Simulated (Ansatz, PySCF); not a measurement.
The Ansatz (a program for electronic structure) input:
Ansatz 0.2 input:
```yaml
crystal:
  periodic: [false, false, false]
  atoms:
    - {symbol: Cs, position_ang: [-0.00000000, -0.00000000, -1.82880087]}
    - {symbol: I, position_ang: [0.00000000, 0.00000000, 1.89781222]}
basis:
  gaussian:
    orbitals: def2-SVPD
hamiltonian:
  xc: {name: wB97M-V}
total_charge: 1
magnetization: {spin_polarized: true, initial_magnetization: 1}
accuracy: high
```

Task: Write the same job for PySCF.

Result: Several could match; the one computed here: 
```python
from pyscf import gto, scf, dft

mol = gto.Mole()
mol.atom = '''
    Cs   -0.00000000   -0.00000000   -1.82880087
    I     0.00000000    0.00000000    1.89781222
'''
mol.basis = 'def2-svpd'
mol.ecp = {'Cs': 'def2-svpd', 'I': 'def2-svpd'}
mol.charge = 1
mol.spin = 1
mol.verbose = 4
mol.build()

mf = dft.UKS(mol)
mf.xc = 'wb97m_v'
mf.grids.atom_grid = (99, 590)
mf.grids.prune = None
mf.kernel()
```

Both were run: Ansatz gave -317.592777 Eh and PySCF -317.592775 Eh, 0.003 mEh apart.
